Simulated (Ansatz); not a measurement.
Species: C2H6ClIn (charge 0, singlet). SMILES: [CH3][In]([Cl])[CH3]
Structure (B3LYP-D3(BJ)/def2-TZVP (Ansatz, a quantum-chemistry and plane-wave program) minimum search):
```
In
C 1 2.1556
H 2 1.0880 1 111.82
H 2 1.0892 3 109.94 1 120.31
H 2 1.0894 3 109.85 4 119.44
C 1 2.1556 2 140.94 3 -1.51
H 6 1.0880 1 111.83 2 -0.39
H 6 1.0893 7 109.89 1 120.28
H 6 1.0893 7 109.88 8 119.43
Cl 1 2.3959 2 109.53 3 178.54
```

Property: atomisation energy (electronic, to ground-state atoms), in kcal/mol. Correlated levels leave the core frozen unless marked. Open shells are spin-unrestricted. Spin-orbit coupling is left out. Frozen are the shells of the preceding noble gas and the d and f shells that filled before the atom's block. Past Kr the def2 sets carry scalar-relativistic core potentials. The coupled-cluster limit lacks core correlation, which all-electron functionals hold. CBS(X,Y): correlation extrapolated as X^-3; Hartree-Fock from the larger set.

```
level                                        program  atomisation energy (kcal/mol)
------------------------------------  --------------  -----------------------------
B3LYP/def2-TZVPD                              Ansatz                              …
BHLYP-D4/def2-TZVPD                   Ansatz + dftd4                          783.2
RPA@PBE/def2-TZVPP                            Ansatz                              …
CCSD(T)/CBS(def2-TZVPPD,def2-QZVPPD)          Ansatz                          803.8
```

### Question
Fill in the missing entries.

### Answer

- B3LYP/def2-TZVPD, atomisation energy (kcal/mol): 790.3
- RPA@PBE/def2-TZVPP, atomisation energy (kcal/mol): 748.6
